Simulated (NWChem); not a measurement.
C₂H₆BFO; SMILES CB(O)CF

```xyz
11

C     -0.6511     1.9500     0.0098
B      0.0358     0.5347    -0.0221
O      1.3928     0.4261    -0.0311
C     -0.7809    -0.8365    -0.0183
F      0.1188    -1.9229     0.0062
H      0.0459     2.7625    -0.2743
H     -1.5523     2.0044    -0.6355
H     -1.0031     2.1613     1.0443
H      1.6223    -0.5293    -0.0229
H     -1.4270    -0.9322    -0.9221
H     -1.4594    -0.9166     0.8626
```
Atoms are numbered in this order, from 1.

Computed with NWChem. Pople sets run with spherical d functions. Structure relaxed at the PBE-D3(BJ)/def2-SVP level. Atomic charges in e: unrestrained fits to the electrostatic potential beside Mulliken populations; buried atoms are poorly determined by the fit.

For level Hartree-Fock/6-31G*:

```
Quantity     Value
-----------  -----
ESP C1       -0.40
Mulliken C1  -0.74
ESP B2        0.64
Mulliken B2   0.70
ESP O3       -0.72
Mulliken O3  -0.74
Mulliken C4  -0.09
Mulliken F5  -0.48
```

Problem. Estimate the same quantities for level B3LYP/def2-SVP.

Solution. 
- ESP C1: -0.29
- Mulliken C1: -0.03
- ESP B2: 0.42
- Mulliken B2: -0.17
- ESP O3: -0.59
- Mulliken O3: -0.10
- Mulliken C4: 0.24
- Mulliken F5: -0.31
